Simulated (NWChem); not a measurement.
C2H6ClSi cation

```xyz
10

C     -0.0083    -1.6168    -1.2431
Si     0.0000     0.0000    -0.4032
C      0.0083     1.6168    -1.2431
Cl     0.0000     0.0000     1.5884
H      0.5251    -1.5584    -2.2058
H     -1.0610    -1.8822    -1.4616
H      0.4168    -2.4097    -0.6099
H     -0.4168     2.4097    -0.6099
H      1.0610     1.8822    -1.4616
H     -0.5251     1.5584    -2.2058
```
Atoms are numbered in this order, from 1.

Computed with NWChem. Pople sets run with spherical d functions. Geometry: optimised at PBE0/def2-SVP. Atomic charges in e: unrestrained fits to the electrostatic potential beside Mulliken populations; buried atoms are poorly determined by the fit.

For level Hartree-Fock/6-31G*:

```yaml
ESP C1: -0.55
Mulliken C1: -0.85
ESP Si2: 1.10
Mulliken Si2: 1.12
ESP C3: -0.54
Mulliken C3: -0.85
ESP Cl4: -0.11
Mulliken Cl4: -0.12
```

Task: Estimate the same quantities for level B3LYP/def2-SVP.

Result: 
| Quantity | Result |
|---|---|
| ESP C1 | -0.42 |
| Mulliken C1 | -0.25 |
| ESP Si2 | 0.83 |
| Mulliken Si2 | 0.70 |
| ESP C3 | -0.41 |
| Mulliken C3 | -0.25 |
| ESP Cl4 | 0.00 |
| Mulliken Cl4 | -0.01 |
